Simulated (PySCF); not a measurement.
Species: C4H2FN2P.
Atom-mapped SMILES: `[N:1]#[C:2][c:3]1[cH:4][nH:5][c:6]([F:7])[p:8]1`

Structure used (GFN2-xTB), in Å, numbered top down from 1:
```xyz
10
C4H2FN2P angstrom
N      3.4438    0.2900    0.3545
C      2.3047    0.2858    0.2189
C      0.9133    0.2922    0.0513
C      0.1249   -0.8259    0.1702
N     -1.1827   -0.5600   -0.0372
C     -1.4120    0.7459   -0.3134
F     -2.6876    1.0859   -0.5299
P     -0.0245    1.7602   -0.3410
H      0.4517   -1.8232    0.4001
H     -1.9228   -1.2463    0.0039
```

NICS = −σ at a ghost point: NICS(0) at the centroid of the ring atoms, NICS(1) 1 Å to either side along the normal of their mean plane, zz for the tensor component along that normal. Level: GIAO PBE0/pcSseg-1 (PySCF, non-relativistic, gas phase) on the GFN2-xTB geometry, one conformer.

Ring bond lengths (Å), with Mayer bond orders in brackets: C3–C4 1.373 (1.46), C4–N5 1.350 (1.14), N5–C6 1.354 (1.17), C6–P8 1.719 (1.41), P8–C3 1.786 (1.12).

Problem. Give the NICS values of each ring in ppm.

Solution. 
| ring | type | NICS(0) | NICS(1), two faces | NICS(1)zz, two faces | rms pucker (Å) | centre to ring atoms, mean (Å) |
| --- | --- | --- | --- | --- | --- | --- |
| C3–C4–N5–C6–P8 | 5-membered ring with N and P; formal bonds all aromatic | -14.3 | -10.5 / -10.5 | -24.4 / -24.4 | 0.00 | 1.28 |

Problem. What can be read from them?

Solution. 
- C3–C4–N5–C6–P8: mean NICS(1)zz -24.4 ppm, shielded.

Problem. How equal are the bonds by HOMA? Use HOMA with the parameters of Krygowski (1993).

Solution. 
- C3–C4–N5–C6–P8: HOMA 0.78; the largest term is that of P8–C3, α(R − Ropt)² = 0.91.

Problem. What field does 14.1 T along the ring normal induce along that normal at the first NICS(1) probe listed for ring C3–C4–N5–C6–P8, 1 Å off the ring?

Solution. NICSzz × B0 = -24.4 ppm × 14.1 T = -344 μT, against the applied field.

Problem. List the ring angles and the Hirshfeld charges of the ring atoms.

Solution. 
- C3–C4–N5–C6–P8: C3 112.8° (-0.081 e), C4 112.5° (+0.003 e), N5 112.7° (-0.053 e), C6 115.8° (+0.067 e), P8 86.3° (+0.055 e); sum 540.0° against 540° for a flat convex ring.

Problem. How shielded are the nuclei of the rings and their hydrogens (means over atoms taken as equivalent)?

Solution. 
| atoms | environment | σ isotropic (ppm) |
| --- | --- | --- |
| C3 | substituted aromatic carbon | 69.7 |
| C4 | aromatic CH next to a ring nitrogen | 57.7 |
| N5 | pyrrole-type nitrogen | 84.6 |
| C6 | aromatic C–F carbon | -8.8 |
| P8 | phosphorus bonded to 2 C | 259.0 |
| H9 | aromatic hydrogen | 24.41 |
| H10 | N–H hydrogen | 23.17 |
